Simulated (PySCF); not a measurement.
Frontier levels across methods

C2H7ClSi2.
Structure used (PBE0-D3(BJ)/def2-SVP), in Å, numbered top down from 1:
```
atom  x, y, z in Å
Si1    1.077    1.173    0.536
C2    -0.083    2.652    0.426
C3    -1.423    2.599    0.428
Si4   -2.534    1.078    0.539
Cl5   -2.361    4.076    0.311
H6     0.885    0.243   -0.618
H7     0.870    0.408    1.803
H8     2.475    1.696    0.509
H9     0.381    3.645    0.351
H10   -3.373    0.998   -0.691
H11   -3.413    1.204    1.736
H12   -1.681   -0.141    0.655
```

Basis pcSseg-2 throughout (PySCF), one geometry. Geometry: PBE0-D3(BJ)/def2-SVP; no solvent, vibrations or thermal averaging.

How do the orbital energies, the gap and the dipole change with the method?

```tsv
method	kind	HOMO (eV)	LUMO (eV)	gap (eV)	μ (D)	SCF cycles
BLYP	GGA	-6.42	-2.18	4.24	0.85	15
B97-D	GGA	-6.54	-2.23	4.31	0.88	16
PBE	GGA	-6.59	-2.35	4.24	0.84	16
OPBE	GGA	-6.60	-2.28	4.32	0.85	15
KT2	GGA	-6.60	-2.33	4.27	0.93	15
KT3	GGA	-6.62	-2.30	4.32	0.92	16
BP86	GGA	-6.68	-2.43	4.25	0.86	16
LDA	LDA	-6.72	-2.54	4.19	0.89	15
B97-2	global hybrid	-7.47	-1.49	5.98	0.98	14
B3LYP	global hybrid	-7.48	-1.63	5.84	0.98	13
PBE0	global hybrid	-7.71	-1.46	6.25	0.99	14
mPW1PW91	global hybrid	-7.73	-1.47	6.27	0.99	14
BHandHLYP	global hybrid	-8.67	-0.42	8.25	1.14	12
CAM-B3LYP	range-separated hybrid	-8.98	-0.34	8.64	1.08	12
wB97X-D	range-separated hybrid	-9.52	0.30	9.82	1.06	13
HF	Hartree–Fock	-10.15	2.01	12.16	1.29	11
LC-wPBE	range-separated hybrid	-10.35	0.72	11.07	1.12	14
```

The HOMO spans 3.93 eV, from BLYP down to LC-wPBE, and the gap runs from 4.19 eV (LDA) to 12.16 eV (HF). Over the methods BLYP (0 %), B97-D (0 %), PBE (0 %), OPBE (0 %), KT2 (0 %), KT3 (0 %), BP86 (0 %), LDA (0 %), B97-2 (21 %), B3LYP (20 %), PBE0 (25 %), mPW1PW91 (25 %), BHandHLYP (50 %), HF (100 %), a straight line through the gap against the share of exact exchange rises by 0.79 eV for each 10 % (correlation coefficient 1.000). The dipole ranges from 0.84 D (PBE) to 1.29 D (HF). This basis has no diffuse functions.

The vertical ΔSCF ionisation energy at CAM-B3LYP/def2-SVPD is 9.70 eV; −ε(HOMO) comes closest to it with wB97X-D (9.52 eV).
